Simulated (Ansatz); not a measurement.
An input meant for Pd2Au⁺ (charge 1, singlet; atoms displaced at random, 0.08 Å in each coordinate).

```yaml
crystal:
  periodic: [false, false, false]
  atoms:
    - {symbol: Pd, position_ang: [2.597481, 0.494690, 0.318783]}
    - {symbol: Pd, position_ang: [-0.527555, -2.630261, -0.486847]}
    - {symbol: Au, position_ang: [-2.130745, 2.093998, 0.086435]}
basis:
  gaussian: {orbitals: def2-TZVP}
total_charge: 1
hamiltonian: {xc: {name: B3LYP5}}
scf: {omitted_lower_state_checks: [starts]}
output: {forces: true}
```

```sh
$ ansatz run in.yaml --threads 4 --pin off --events-out ev --progress --plain --max-ram 3916MiB
```

It prints (some lines left out):

```
Functional definition: B3LYP5
1156 factors; integrals over basis functions are off by at most 5.2e-4 eV
mean field evaluation 1: about -10617.9646 eV, gradient 1.2e2 eV
mean field evaluation 2: about -9558.9648 eV, gradient 3.9e2 eV
mean field evaluation 4: about -10635.8134 eV, gradient 5.2e1 eV
mean field evaluation 8: about -10635.8134 eV, gradient 5.2e1 eV
mean field evaluation 16: about -10642.7520 eV, gradient 1.8e-3 eV
mean field -10642.75199304 eV, -391.1139218279 hartree, gradient 3.8e-6 eV, S^2 0.000000; 0 other end points of the search recorded, 0 dependent functions left out
reference -10642.75230226 eV, -391.1139331915 hartree; 27, 27 occupied and 93, 93 virtual orbitals, 1156 factors
Total energy: -10642.75230226 eV, -391.1139331915 hartree
Atom 0 at     2.597481     0.494690     0.318783 Å, force    -0.068563     0.042227    -0.000401 eV/Å
Atom 1 at    -0.527555    -2.630261    -0.486847 Å, force    -0.040377     0.062844     0.005685 eV/Å
Atom 2 at    -2.130745     2.093998     0.086435 Å, force     0.108941    -0.105071    -0.005284 eV/Å
Dipole moment:     0.333562    -0.333927    -0.018083 e Å
Checks for a lower state left out: starts
```

(1) What is wrong with this run?

Results:

(1) The coordinates are in bohr but typed as ångström. Self-consistency was reached. The result belongs to that input, not to the species as meant. The restricted singlet is unstable towards broken spin symmetry at other levels; at RKS B3LYP5/def2-TZVP this wasn't settled.
